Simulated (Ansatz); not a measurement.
Cartesian coordinates (Å):
```xyz
10

C      1.7056    -0.4959     0.1355
Si     0.9592     1.0152     0.3377
S     -1.1038     1.3845     0.2781
C     -1.7001    -0.3016    -0.0310
H      2.7859    -0.5714     0.1859
H      1.1718    -1.4196    -0.0453
H      1.6914     2.2741     0.5842
H     -1.3114    -0.6787    -0.9759
H     -2.7862    -0.2411    -0.0834
H     -1.4124    -0.9655     0.7831
```
Charge 0, spin multiplicity 1.

All values below come from frozen-core CCSD(T)/def2-TZVPP // PBE0-D3(BJ)/def2-TZVP (Ansatz, an electronic-structure program).

```json
{
 "HF energy": "-765.71244 Ha",
 "MP2 correlation energy": "-0.64087 Ha"
}
```

Question: Estimate the CCSD correlation energy, the (T) correction, the total energy and the T1 diagnostic.

Answer: 
```json
{
 "CCSD correlation energy": "-0.68967 Ha",
 "(T) correction": "-0.03241 Ha",
 "CCSD(T) total energy": "-766.43452 Ha",
 "T1 diagnostic": "0.013"
}
```
